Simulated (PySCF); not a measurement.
Si(H)2(OMe)(NH2) (CH7NOSi), SMILES CO[SiH2]N. Heavy atoms are numbered as in [SiH2:1]([NH2:2])[O:3][CH3:4]. Hydrogens are named by the atom that carries them.

The structure is a stationary point at B3LYP-D3(BJ)/def2-SVP. One conformer was computed; it need not be the lowest.

These are PBE/pcSseg-1 in PySCF values and carry that method's errors.

GIAO shieldings, no solvent; atoms alike by connectivity are averaged. δ = σ(ref) − σ: ²⁹Si against TMS (σ = 335.4 ppm); ¹⁵N against NH3 (σ = 267.0 ppm); ¹⁷O against H2O (σ = 334.3 ppm); ¹³C against TMS (σ = 182.0 ppm); ¹H against TMS (σ = 31.49 ppm), references at their B3LYP-D3(BJ)/def2-TZVP geometries, non-relativistic.

```
nucleus       atoms  count  δ (ppm)
-------  ----------  -----  -------
²⁹Si     Si1 (SiH2)      1    -29.0
¹⁵N        N2 (NH2)      1     35.3
¹⁷O              O3      1     44.8
¹³C        C4 (CH3)      1     54.2
¹H         H on Si1      2     5.06
¹H          H on C4      3     3.97
¹H          H on N2      2     1.32
```
